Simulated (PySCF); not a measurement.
HISTe, SMILES S[Te]I. Atoms are numbered in the order given.

```xyz
4

Te    -0.7280    -0.0811     0.9197
I      1.4097     0.5217    -0.7289
S     -2.1998    -1.3062    -0.5524
H     -1.6591    -2.5343    -0.3540
```

Coordinates come from a B3LYP-D3(BJ)/def2-SVP optimisation. The def2 effective core potentials stand for the cores of I, Te; spin–orbit coupling is left out. Other conformers were not sampled.

Calculation: PBE/def2-TZVPD (PySCF).

Mulliken values depend strongly on the basis, most of all with diffuse functions as here. ESP charges are fitted to the potential on shells at 1.4 to 2.0 van der Waals radii. Atomic charges (e):

| atom | Mulliken | ESP fit |
|---|---|---|
| Te1 | 0.22 | … |
| I2 | -0.10 | … |
| S3 | -0.35 | … |
| H4 | 0.23 | … |

Q: Complete the blanks. (The exact figures need the calculation; the answer reports its results.)

A: 
- Te1, ESP fit: 0.10
- I2, ESP fit: -0.09
- S3, ESP fit: -0.15
- H4, ESP fit: 0.14
